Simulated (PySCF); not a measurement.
CuI₂, charge -1, multiplicity 1. Atoms are numbered in the order given.

```xyz
3

Cu     0.0000     0.0000     0.0000
I      0.0000     0.0000    -2.4587
I      0.0000     0.0000     2.4587
```
Charge -1, spin multiplicity 1.

Coordinates come from a PBE0-D3(BJ)/def2-SVPD optimisation. The spin state was assumed, not searched. The def2 effective core potentials stand for the cores of I; spin–orbit coupling is left out.

Calculation: PBE0/def2-TZVPD run with PySCF.

Isolated molecule, no solvent.

Computed frontier levels, gap, dipole moment and polarisability:
The highest occupied level is -2.55 eV and the lowest empty level comes out as 2.96 eV. The orbital gap is 5.51 eV, the dipole moment about the centre of nuclear charge is 0.000 e·Å and the mean static polarisability is 118.1 bohr³ (17.50 Å³). The polarisability, principal values is 98.1, 98.1, 158.0 bohr³.
